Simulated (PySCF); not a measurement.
# Hartree-Fock beside MP2: B2H4N anion

All numbers below are calculated, not measured. They come from PySCF 2.14.0, an open-source quantum chemistry program, on an isolated molecule that a program drew, which may never have been made. The molecule is B2H4N anion (charge -1, singlet), drawn as the SMILES string `B=N[BH3-]`.

The geometry was optimised and harmonic frequencies were computed with HF and MP2, all in the aug-cc-pVDZ basis, for the commonest isotopes, with a restricted reference for singlets and an unrestricted one otherwise, and a frozen core in MP2. Each result is a local minimum of its method.

Geometry at the HF minimum:
```xyz
7
B2H4N anion, angstrom
B     1.3260    3.0595   -1.3405
N     1.3800    1.9649   -0.7885
B     1.4486    0.5817   -0.0907
H     1.2742    4.1100   -1.8704
H     2.6305    0.1887   -0.0403
H     0.7718   -0.2498   -0.7267
H     0.9999    0.6675    1.0690
```

Lengths of the bonds as drawn, in Å (atoms numbered as above):
| bond | HF | MP2 |
|---|---|---|
| B1-N2 | 1.227 | 1.269 |
| N2-B3 | 1.551 | 1.558 |
| B1-H4 | 1.178 | 1.184 |
| B3-H5 | 1.247 | 1.243 |
| B3-H6 | 1.247 | 1.243 |
| B3-H7 | 1.246 | 1.243 |

Rotational constants, in GHz:
```
constant     HF    MP2
       A  121.8  121.6
       B  8.217  7.992
       C  8.217  7.992
```

Harmonic frequencies in cm^-1, each column in rising order, so a row needn't be the same motion in every method:
```
rank,HF,MP2
1,274,251
2,274,252
3,755,631
4,781,632
5,781,729
6,995,928
7,995,928
8,1238,1176
9,1238,1178
10,1252,1178
11,2025,?
12,2250,2326
13,2251,2326
14,2316,2327
15,2897,2818
```

**Estimate the missing MP2 frequency from the HF column.**

A single factor s that minimises the squared misfit of MP2 against s times HF over the other rows is sum(HF x MP2) / sum(HF^2) = 0.9845, with an rms misfit of 72 cm^-1. For rank 11 it gives 0.9845 x 2025 = 1994 cm^-1. The calculation gives 1783 cm^-1, 211 cm^-1 below the estimate. The drawn bonds are on average 0.6 % longer in MP2 than in HF.
